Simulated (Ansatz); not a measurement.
Geometry optimisation, RKS PBE0-D4/def2-SVPD in Ansatz 0.2.0.

The input (input.yaml):

```yaml
crystal:
  periodic: [false, false, false]
  atoms:
    - { symbol: Al, position_ang: [0.0, 0.0, 0.0] }
    - { symbol: H, position_ang: [0.0, 0.0, 1.91] }
    - { symbol: O, position_ang: [1.5415, 0.0, -0.89] }
    - { symbol: H, position_ang: [1.8414, -0.9519, -1.0449] }
    - { symbol: O, position_ang: [-1.5415, 0.0, -0.89] }
    - { symbol: H, position_ang: [-2.0512, -0.8467, -0.6815] }
    - { symbol: O, position_ang: [0.0932, 1.9717, 0.6559] }
    - { symbol: H, position_ang: [0.4919, 2.0, 1.5834] }
    - { symbol: H, position_ang: [0.0471, 0.9963, 1.8084] }
basis:
  gaussian: { orbitals: def2-SVPD }
hamiltonian:
  xc: pbe0
  dispersion: d4
relax:
  f_tol: 0.15
  max_steps: 25
  restrain:
    - { distance: [0, 6], at: 2.98, k: 30.0 }
    - { distance: [8, 1], at: 1.86, k: 30.0 }
    - { distance: [0, 1], at: 1.56, k: 30.0 }
    - { distance: [8, 6], at: 1.01, k: 30.0 }
```

Run as:

```bash
$ ansatz run input.yaml --threads 4 --pin off --max-ram 5120MiB --backend cpu --events-out ev --progress --plain --runs-dir out
```

Question: Where does it end, and by what steps?

Answer: The run converged. The restraints hold the end off the free minimum; the threshold counts their pulls, which the force column leaves out. Restrained pairs: Al1–O7 (2.08 → 2.97 Å), H2–H9 (1.00 → 1.86 Å), Al1–H2 (1.91 → 1.57 Å), O7–H9 (1.51 → 0.98 Å). After 10 steps the energy has fallen by 2.725 eV (the restraints' own energy left out); O7 moved furthest, 0.77 Å.

```json
{"step": "0", "energy less start (eV)": "0.0000", "largest force component (eV/Å)": "4.549", "accepted": "yes"}
{"step": "1", "energy less start (eV)": "0.5058", "largest force component (eV/Å)": "3.450", "accepted": "yes"}
{"step": "2", "energy less start (eV)": "0.0484", "largest force component (eV/Å)": "4.325", "accepted": "yes"}
{"step": "3", "energy less start (eV)": "-1.2594", "largest force component (eV/Å)": "2.609", "accepted": "yes"}
{"step": "4", "energy less start (eV)": "-2.0049", "largest force component (eV/Å)": "2.283", "accepted": "yes"}
{"step": "5", "energy less start (eV)": "-2.2816", "largest force component (eV/Å)": "1.787", "accepted": "yes"}
{"step": "6", "energy less start (eV)": "-2.5087", "largest force component (eV/Å)": "0.965", "accepted": "yes"}
{"step": "7", "energy less start (eV)": "-2.6175", "largest force component (eV/Å)": "0.838", "accepted": "yes"}
{"step": "8", "energy less start (eV)": "-2.7024", "largest force component (eV/Å)": "0.875", "accepted": "yes"}
{"step": "9", "energy less start (eV)": "-2.6977", "largest force component (eV/Å)": "1.033", "accepted": "no"}
{"step": "10", "energy less start (eV)": "-2.7254", "largest force component (eV/Å)": "0.876", "accepted": "yes"}
```

```xyz
9
Properties=species:S:1:pos:R:3
Al -0.075 -0.373 0.029
H -0.344 -0.318 1.571
O 1.541 -0.345 -0.531
H 1.855 -0.686 -1.372
O -1.340 -0.670 -1.092
H -2.258 -0.746 -0.828
O 0.062 2.280 1.356
H 0.985 2.547 1.393
H -0.004 1.480 1.925
```

The run took 16 s on 4 threads of Arm Neoverse V2, on a shared host, peak memory 0.29 GiB.
